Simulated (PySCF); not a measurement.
# Adding and removing an electron: SbBr

UHF-MP2; basis Sb def2-SVP with ECP28, Br def2-SVP; scalar-relativistic core potentials; PySCF 2.14. Neutral (UHF): triplet (π ↑↑), Re = 2.527 Å, ωe = 260 cm⁻¹, De = 2.23 eV.

SbBr⁺ (UHF): doublet (π ↑), Re = 2.408 Å, ωe = 319 cm⁻¹, De = 2.81 eV to Sb⁺ + Br. The energies at the minima are -2811.70947 hartree for SbBr and -2811.40268 for SbBr⁺.

Task: Work out the adiabatic ionisation energy, without and with harmonic zero-point energies (1 hartree = 27.2114 eV, 1 eV = 8065.5 cm⁻¹), and the change of the bond length.

Result: At UHF-MP2: 0.30679 hartree = 8.348 eV between the minima; the zero-point term (319.0 − 260.0)/2 cm⁻¹ = +0.004 eV makes it 8.352 eV. Re changes by -11.9 pm against the neutral. The electron leaves a π orbital, and the shorter bond of the ion fits an antibonding orbital, or a change in how ionic the bond is.

Correlated steps freeze 13 core orbitals. Correlated levels converge slowly with the basis: in double zeta they bind strong bonds too weakly, by up to about 1 eV, and carry superposition errors of some tenths. These are scalar-relativistic numbers at best; spin–orbit coupling would shift them, the dissociation energy most. For an ion De counts to the pair picked by the measured ionisation energies or electron affinities, which need not be the lowest pair at this level. States were picked by a PBE0 search and need not be the measured ground states.
